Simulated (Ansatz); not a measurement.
System: difluoro(diiodo)silane, sum formula SiI$_{2}$F$_{2}$ (charge 0, singlet). 
Coordinates optimised at B3LYP-D3(BJ)/def2-TZVP (Ansatz, a program for electronic structure):
```
Si
F 1 1.5839
F 1 1.5839 2 106.82
I 1 2.4180 2 109.00 3 -117.64
I 1 2.4180 2 109.00 3 117.64
```

Quantity: atomisation energy (electronic, to ground-state atoms), in kcal/mol. Cores are frozen in the correlated levels unless marked. UHF or UKS for open shells. No spin-orbit coupling. The frozen core is the preceding noble-gas configuration, with the filled d and f shells of earlier blocks. In def2 rows, elements after Kr have scalar-relativistic effective core potentials. STO-3G rows are all-electron and non-relativistic. The coupled-cluster limit lacks core correlation, which all-electron functionals hold. CBS(X,Y): correlation extrapolated as X^-3; Hartree-Fock from the larger set.

```csv
level,program,atomisation energy (kcal/mol)
PBE/def2-TZVPD,Ansatz,416.0
wB97X-V/def2-TZVPD,Ansatz,411.6
```

### Question
What does CCSD(T)/CBS(def2-TZVPPD,def2-QZVPPD) (Ansatz) give?

### Answer
414.6 kcal/mol
